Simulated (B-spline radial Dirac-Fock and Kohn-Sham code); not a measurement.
**Two-hole binding energies of Ir⁺**

System: Ir⁺, configuration [Xe] 4f14 5d6 6s2 (an excited configuration).

Model: Dirac-Fock (average of configuration) total-energy differences with a finite nucleus, the Breit interaction including its frequency dependence, and self-energy and vacuum-polarisation corrections. Program: a radial B-spline solver. U is the two-hole binding energy less the two single-hole energies, the effective repulsion of the holes after relaxation. Each two-hole energy is an average over J within one jj subconfiguration.

| holes | E(a) (eV) | E(b) (eV) | E(ab) (eV) | U (eV) |
| --- | --- | --- | --- | --- |
| 1s⁻¹ 2p1/2⁻¹ | 76131.0 | 12848.7 | 89417.4 | 437.7 |
| 1s⁻¹ 2p3/2⁻¹ | 76131.0 | 11239.5 | 87722.2 | 351.6 |
| 1s⁻¹ 3d3/2⁻¹ | 76131.0 | 2140.9 | 78376.2 | 104.3 |
| 2s⁻¹ 2p1/2⁻¹ | 13450.0 | 12848.7 | 26520.6 | 221.9 |
| 2p1/2⁻² | 12848.7 | 12848.7 | 26000.0 | 302.6 |
| 2p3/2⁻² | 11239.5 | 11239.5 | 22721.6 | 242.6 |
| 2p1/2⁻¹ 3s⁻¹ | 12848.7 | 3203.6 | 16144.7 | 92.4 |
| 2p1/2⁻¹ 3d5/2⁻¹ | 12848.7 | 2065.3 | 15013.9 | 99.9 |
| 3p1/2⁻² | 2936.9 | 2936.9 | 5946.8 | 73.1 |
| 3p3/2⁻² | 2580.4 | 2580.4 | 5222.7 | 61.8 |
| 4f5/2⁻¹ 4f7/2⁻¹ | 85.63 | 82.64 | 194.8 | 26.5 |
| 4f7/2⁻² | 82.64 | 82.64 | 191.2 | 25.9 |
| 5p1/2⁻¹ 5p3/2⁻¹ | 85.32 | 71.65 | 172.4 | 15.4 |
| 5p3/2⁻² | 71.65 | 71.65 | ? | ? |

**Question.** Give the missing two-hole energy and U.

**Answer.** E(ab) = 158.7 eV and U = 15.4 eV.

Values without a named source are computed, but for edge energies of neutral atoms, which are taken from tables.
